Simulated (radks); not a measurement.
Results of a calculation; reference values are marked as such.
The potassium ion K1.25+, 17.75 electrons, occupied as [Ne] 3s2 3p(up 3, down 2.75) (fractional occupations, a model configuration). Code: a radial shooting solver on a logarithmic mesh with Libxc functionals. Model: scalar-relativistic Kohn-Sham, SCAN, spin-polarised, spherical densities, finite nucleus; meta-GGA in the generalised Kohn-Sham scheme; Fermi nuclear charge, rms radius 3.4349 fm.

Normalised radial functions P(r) = r R(r), r in bohr:

| r | 2p up | 3s down | 3p down |
|---|---|---|---|
| 0.004274 | 0.0041 | 0.0643 | 0.0013 |
| 0.00539 | 0.0064 | 0.0792 | 0.0020 |
| 0.006853 | 0.0100 | 0.0976 | 0.0032 |
| 0.008711 | 0.0158 | 0.1194 | 0.0051 |
| 0.01107 | 0.0248 | 0.1444 | 0.0079 |
| 0.01397 | 0.0381 | 0.1713 | 0.0122 |
| 0.01775 | 0.0592 | 0.2009 | 0.0190 |
| 0.02257 | 0.0910 | 0.2302 | 0.0291 |
| 0.02869 | 0.1385 | 0.2553 | 0.0443 |
| 0.03648 | 0.2077 | 0.2706 | 0.0664 |
| 0.046 | 0.3020 | 0.2690 | 0.0964 |
| 0.05848 | 0.4351 | 0.2412 | 0.1384 |
| 0.07434 | 0.6094 | 0.1774 | 0.1928 |
| 0.0945 | 0.8242 | 0.0715 | 0.2585 |
| 0.1192 | 1.0612 | -0.0695 | 0.3279 |
| 0.1515 | 1.3094 | -0.2388 | 0.3937 |
| 0.1926 | 1.5178 | -0.3967 | 0.4336 |
| 0.2448 | 1.6307 | -0.4892 | 0.4212 |
| 0.3113 | 1.5962 | -0.4575 | 0.3286 |
| 0.3925 | 1.4052 | -0.2740 | 0.1483 |
| 0.499 | 1.0770 | 0.0602 | -0.1215 |
| 0.6344 | 0.6998 | 0.4666 | -0.4351 |
| 0.8064 | 0.3726 | 0.8165 | -0.7169 |
| 1.017 | 0.1636 | 0.9808 | -0.8787 |
| 1.293 | 0.0527 | 0.9212 | -0.8821 |
| 1.644 | 0.0118 | 0.6884 | -0.7341 |
| 2.089 | 0.0017 | 0.4085 | -0.5050 |
| 2.656 | 0.0001 | 0.1853 | -0.2813 |
| 3.35 | 0.0000 | 0.0640 | -0.1258 |
| 4.258 | 0.0000 | 0.0145 | -0.0407 |

2p up: eigenvalue -294.40 eV, 0 radial nodes, <r> = 0.350 bohr, 90 % of the charge inside 0.578 bohr. 3s down: eigenvalue -46.269 eV, 2 radial nodes at r = 0.107, 0.481 bohr, <r> = 1.26 bohr, 90 % of the charge inside 1.90 bohr. 3p down: eigenvalue -28.746 eV, 1 radial node at r = 0.451 bohr, <r> = 1.41 bohr, 90 % of the charge inside 2.18 bohr.
